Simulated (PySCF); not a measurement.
thiophene (C₄H₄S), SMILES c1ccsc1. Atoms are numbered in the order given.

```xyz
9

C      0.0000     0.7121     1.2698
C      0.0000    -0.7121     1.2698
C      0.0000    -1.2349     0.0031
S      0.0000     0.0000    -1.1895
C      0.0000     1.2349     0.0031
H      0.0000     1.3256     2.1718
H      0.0000    -1.3256     2.1718
H      0.0000    -2.2830    -0.2932
H      0.0000     2.2830    -0.2932
```

Geometry optimised at PBE0-D3(BJ)/def2-SVP.

The numbers are results of B3LYP/pcSseg-1 run with PySCF, not measurements.

GIAO shieldings, no solvent; atoms alike by connectivity are averaged. δ = σ(ref) − σ: ¹³C against TMS (σ = 181.3 ppm); ³³S against H2S (σ = 695.8 ppm); ¹H against TMS (σ = 31.68 ppm), references at their B3LYP-D3(BJ)/def2-TZVP geometries, non-relativistic.

| nucleus | atoms | count | δ (ppm) |
|---|---|---|---|
| ¹³C | C3, C5 | 2 | 135.8 |
| ¹³C | C1, C2 | 2 | 133.6 |
| ³³S | S4 | 1 | 445.0 |
| ¹H | H6, H7 | 2 | 7.36 |
| ¹H | H8, H9 | 2 | 7.35 |
